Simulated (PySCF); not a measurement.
SMILES Fc1ccsc1-c1ccc[se]1 (C₈H₅FSSe) (GFN2-xTB optimised geometry):

```
16

F      2.482     0.579     0.000
C      1.799    -0.584     0.000
C      2.408    -1.851     0.000
C      1.479    -2.842     0.000
S     -0.133    -2.237     0.000
C      0.426    -0.592     0.000
C     -0.440     0.542     0.000
C     -1.812     0.542     0.000
C     -2.404     1.820     0.000
C     -1.522     2.855     0.000
Se     0.241     2.296     0.000
H      3.472    -2.001     0.000
H      1.638    -3.901     0.000
H     -2.381    -0.373     0.000
H     -3.472     1.960     0.000
H     -1.772     3.901     0.000
```

Method: CAM-B3LYP/def2-TZVP (PySCF).

### Question
What are the frontier orbital energies and the dipole moment?

### Answer
HOMO-2 -8.68 eV, HOMO-1 -8.20 eV, HOMO -7.06 eV, LUMO -0.53 eV, LUMO+1 1.18 eV; dipole moment 1.31 D.

Meta-Löwdin charges at CAM-B3LYP/def2-TZVP: F1 -0.27, C2 0.25, C3 -0.17, C4 -0.25, S5 0.30, C6 -0.16, C7 -0.14, C8 -0.16, C9 -0.14, C10 -0.29, Se11 0.35, H12 0.14, H13 0.15, H14 0.12, H15 0.13, H16 0.14.
